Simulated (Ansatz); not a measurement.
`C[SiH](O)Cl` + `[OH]`• → `C[Si](O)Cl`• + H₂O at 500 K and 1 bar (hydrogen abstraction from the Si–H bond).

Gas-phase electronic energies from Ansatz, PBE0-D4/def2-TZVP geometries. CCSD(T)/CBS adds triple-zeta CCSD(T) − MP2 to the extrapolated MP2 energy (def2 sets, frozen cores). This one scheme is used for every species. No spin–orbit coupling; open shells (•) take unrestricted orbitals. Each species was taken in one conformer, which may not be the lowest.

```
      species  CCSD(T)/CBS energy (Eh)  H − E (kJ/mol)  S (J/(mol·K))
`C[SiH](O)Cl`               -865.21254           203.2          385.0
      `[OH]`•                -75.67771            37.0          199.0
`C[Si](O)Cl`•               -864.55505           177.4          384.9
          H₂O                -76.37941            73.2          206.3
```

H − E and S are ideal-gas, rigid-rotor, harmonic terms from PBE0-D4/def2-TZVP, for one conformer and one mirror image of each species, with the whole ground term of open shells counted as degenerate. 1 Eh = 2625.50 kJ/mol, R = 8.31446 J/(mol·K).

Question: By hand: ΔE, ΔH, ΔS and ΔG.

Answer: ΔE = (-864.55505) + (-76.37941) − (-865.21254) − (-75.67771) = -0.04421 Eh = -116.1 kJ/mol. Δ(H − E) = 177.4 + 73.2 − 203.2 − 37.0 = 10.4, so ΔH = -105.7 kJ/mol. ΔS = 384.9 + 206.3 − 385.0 − 199.0 = 7.2 J/(mol·K). ΔG = -105.7 − 500 × (7.2)/1000 = -109.3 kJ/mol.

Question: By hand: the equilibrium constant, and the temperature at which ΔG would vanish if ΔH and ΔS stayed fixed.

Answer: log₁₀ K = −ΔG/(RT ln 10) = 11.4. ΔH and −TΔS have one sign here, so there is no such temperature.

The number of gas molecules stays the same, so ΔS is small and ΔH decides. A doubt of 5 kJ/mol in ΔE shifts log₁₀ K by 0.5 here. Other conformers and mirror images would add mixing entropy, several J/(mol·K) or more a flexible species. These are equilibria of isolated gas molecules and say nothing of rates. Largest T1 diagnostic: 0.013 (customary marks: 0.02 for closed shells, 0.045 for open ones).

ΔS is within the doubt of such terms, so its sign, and with it that verdict, could turn.
